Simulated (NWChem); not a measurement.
InNH4O; SMILES [NH2][InH][OH]

```xyz
7

In    -0.2880    -0.0040     0.0006
H     -1.9972    -0.0986    -0.0748
O      0.9080    -1.6121    -0.0011
H      0.4220    -2.4417    -0.0520
N      0.8664     1.6460    -0.0472
H      1.8478     1.5593     0.1968
H      0.5091     2.5502     0.2405
```
Atoms are numbered in this order, from 1.

Computed with NWChem. Structure relaxed at the PBE0/def2-SVP level. def2 effective core potentials on In; no spin-orbit coupling. Level B3LYP/def2-SVP: energy and gradient on several grids; changes count from the extra-fine grid, which is no exact limit either.

Which is the coarsest grid (xfine; medium; fine; xcoarse; coarse) from which on the energy stays within 50 μHa and each gradient component within 100 μHa/bohr of xfine?

fine.
```json
[
 {"grid": "xcoarse", "size of the energy change (μHa)": "2000", "largest change of a gradient component (μHa/bohr)": "20000", "time, medium = 1 (rough)": "about 1"},
 {"grid": "coarse", "size of the energy change (μHa)": "100", "largest change of a gradient component (μHa/bohr)": "900", "time, medium = 1 (rough)": "about 1"},
 {"grid": "medium", "size of the energy change (μHa)": "10", "largest change of a gradient component (μHa/bohr)": "300", "time, medium = 1 (rough)": "about 1"},
 {"grid": "fine", "size of the energy change (μHa)": "< 10", "largest change of a gradient component (μHa/bohr)": "30", "time, medium = 1 (rough)": "about 1"},
 {"grid": "xfine", "size of the energy change (μHa)": "< 10", "largest change of a gradient component (μHa/bohr)": "< 30", "time, medium = 1 (rough)": "2"}
]
```
